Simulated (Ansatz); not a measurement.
Consider the isomerisation: `C[SiH2]C(C)O` → `CO[SiH](C)C`.

Isolated molecules relaxed with PBE0-D4/def2-TZVP in Ansatz; ΔE leaves out vibrations. CCSD(T)/CBS is the MP2 limit (def2-TZVPP, def2-QZVPP) plus CCSD(T) − MP2 in def2-TZVPP, frozen cores. Functionals use def2-TZVPP. B3LYP here is the variant with VWN-RPA as its local correlation; programs differ in this. HSE06 is defined as in plane-wave codes. Each species was taken in one conformer, which may not be the lowest.

```csv
level,ΔE (kJ/mol),difference from CCSD(T)/CBS
revPBE-D4,-137.5,13.7
r2SCAN-D4,-153.2,-2.0
PBE0-D4,-145.0,6.2
HSE06-D4,-144.9,6.3
ωB97M-V,-151.9,-0.7
PBE-QIDH,-151.8,-0.6
BLYP,-150.7,0.5
B3LYP,-154.9,-3.7
r2SCANh,-154.2,-3.0
BHLYP,-161.8,-10.6
CAM-B3LYP,-156.8,-5.6
RPA@PBE/def2-TZVPP,-146.0,5.2
HF/def2-QZVPP,-170.1,-18.9
MP2/def2-QZVPP,-155.6,-4.4
HF/CBS(def2),-170.3,-19.1
CCSD/CBS(def2),-154.0,-2.8
CCSD(T)/CBS,-151.2,0
```

Largest T1 diagnostic among the species: 0.010.

At CCSD(T), def2-SVP lies +17.9 kJ/mol from the extrapolated value and def2-TZVPP +0.5 kJ/mol. From BLYP to BHLYP (50 % exact exchange), in def2-TZVPP and without D4, ΔE moves by −11.1 kJ/mol.

CCSD(T)/CBS has its own doubt, a few kJ/mol and more with outer-core shells, so smaller differences from it don't rank the levels.
